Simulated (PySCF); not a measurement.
## Broadened absorption spectrum of C3H9NS2Si

C3H9NS2Si.
SMILES: `[H]/N=C/CS[SiH2]SC`

Level of theory: TDDFT B3LYP/def2-SVPD, vertical, gas phase, core orbitals frozen in the response (PySCF). The structure is a single GFN2-xTB conformer in the gas phase; no vibrational or solvent corrections. Torsions of this conformer, `[H]/[N:7]=[CH:6]/[CH2:5][S:4][SiH2:3][S:2][CH3:1]`: C1–S2–Si3–S4 46°, S2–Si3–S4–C5 -170°, Si3–S4–C5–C6 -66°, S4–C5–C6–N7 98°.

Computed states:

```json
{"state": "S1", "E (eV)": "4.68", "f": "0.019"}
{"state": "S2", "E (eV)": "4.79", "f": "0.019"}
{"state": "S3", "E (eV)": "5.11", "f": "0.0042"}
{"state": "S4", "E (eV)": "5.41", "f": "0.0040"}
{"state": "S5", "E (eV)": "5.61", "f": "0.016"}
{"state": "S6", "E (eV)": "5.81", "f": "0.0059"}
{"state": "S7", "E (eV)": "6.07", "f": "0.0027"}
{"state": "S8", "E (eV)": "6.28", "f": "0.0009"}
```

Each state is given a Gaussian of 0.5 eV full width at half maximum, with ε(max) = 2.175×10⁸ f / Δν̃ (Δν̃ the width in cm⁻¹). The cross-section is σ = 3.8235×10⁻²¹ ε cm², given in Mb (10⁻¹⁸ cm²). The width is an assumption, not a result. The curve ends short of the highest state used, and states not computed would add to its high-energy end.

**Question.** What does the envelope look like, and where are its maxima?

**Answer.** 
```tsv
E (eV)	σ (Mb)
3.93	0.01
3.98	0.02
4.03	0.04
4.08	0.09
4.13	0.17
4.18	0.31
4.23	0.54
4.28	0.89
4.33	1.39
4.38	2.07
4.43	2.92
4.48	3.90
4.53	4.96
4.58	5.99
4.63	6.87
4.68	7.49
4.73	7.78
4.78	7.71
4.83	7.29
4.88	6.61
4.93	5.78
4.98	4.91
5.03	4.11
5.08	3.44
5.13	2.96
5.18	2.69
5.23	2.61
5.28	2.71
5.33	2.97
5.38	3.33
5.43	3.74
5.48	4.15
5.53	4.50
5.58	4.73
5.63	4.80
5.68	4.71
```

Maxima: 261 nm (4.74 eV), ε about 2000, made up of S1 (49%) and S2 (48%); 220 nm (5.63 eV), ε about 1300, made up of S5 (70%) and S6 (17%) (ε in L mol⁻¹ cm⁻¹; maxima over ε = 5, shares over 10%).

**Question.** Coming from long wavelengths, where does ε first pass 100 L mol⁻¹ cm⁻¹?

**Answer.** At about 295 nm (4.20 eV), 0.48 eV below S1.

**Question.** On this curve, what absorbance would a 10⁻³ mol/L sample give at 254 nm over a 1 cm path?

**Answer.** 254 nm is 4.881 eV, where ε is about 1700 L mol⁻¹ cm⁻¹, so A = ε c l ≈ 1.7 (Beer–Lambert, with the gas-phase spectrum and the assumed width).

**Question.** What would ε be at 4.74 eV, the highest of these maxima, with half the width (0.25 eV)?

**Answer.** About 3620 L mol⁻¹ cm⁻¹ against 2040, a factor of about 1.8; a lone state at its own centre would give exactly 2.

Time: 94 s of wall time (grids of density and orbitals included); peak memory 0.89 GiB. Hardware: Arm Neoverse N1, one thread, on a shared host.
